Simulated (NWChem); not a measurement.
Molecule: C2H7NOSi; SMILES N[SiH]1COC1

```xyz
12

N     -0.5747     1.9662     0.0000
Si     0.4468     0.5626     0.0000
C     -0.0741    -0.8662     1.1368
O     -0.2567    -1.7214     0.0000
C     -0.0741    -0.8662    -1.1368
H     -0.5803     2.5550     0.8279
H     -0.5803     2.5550    -0.8279
H      1.9178     0.8700     0.0000
H     -1.0192    -0.7203     1.6927
H      0.6715    -1.2879     1.8335
H      0.6715    -1.2879    -1.8335
H     -1.0192    -0.7203    -1.6927
```
Atoms are numbered in this order, from 1.

Results from NWChem. The geometry was optimised at PBE0/def2-SVP. Not confirmed as a minimum by frequencies. Vzz is the largest principal value of the second derivative of the potential at the nucleus (NWChem prints the opposite sign); η is the asymmetry. Non-relativistic.

Q: Estimate the computed values for CAM-B3LYP/def2-TZVP. Quantities: Vzz N1 (a.u.); η N1; Vzz O4 (a.u.); η O4.

A: 
```
Quantity        Value
-------------  ------
Vzz N1 (a.u.)  -0.896
η N1             0.36
Vzz O4 (a.u.)  -1.996
η O4             0.90
```
